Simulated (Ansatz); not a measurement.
CdFHO, SMILES `[OH][Cd][F]`, relaxed with RKS PBE0-D4/def2-TZVP in the Gaussian-basis code of Ansatz from a PBE-D4/def2-SVP geometry. The force threshold is 0.005 eV/Å; the program also tests the step.

Total charge 0; spin multiplicity 1. Cd takes the def2 core potential.

Start:

```xyz
4

O     0.461    0.971    0.907
Cd   -0.227   -0.551   -0.141
F    -0.919   -2.114   -1.054
H     0.686    1.693    0.287
```

```tsv
step	energy (eV)	largest force (eV/Å)	largest move (Å)
1	-9342.8970	0.640	0.000
2	-9342.9095	0.200	0.018
3	-9342.9116	0.011	0.012
4	-9342.9116	0.012	0.005
5	-9342.9116	0.009	0.003
6	-9342.9116	0.003	0.001
```

End:

```xyz
4

O     0.455    0.963    0.877
Cd   -0.229   -0.553   -0.145
F    -0.918   -2.113   -1.045
H     0.692    1.703    0.312
```

Hardware: 2 threads of a server CPU on a shared host. Wall time 12 s, peak host memory 0.19 GiB.
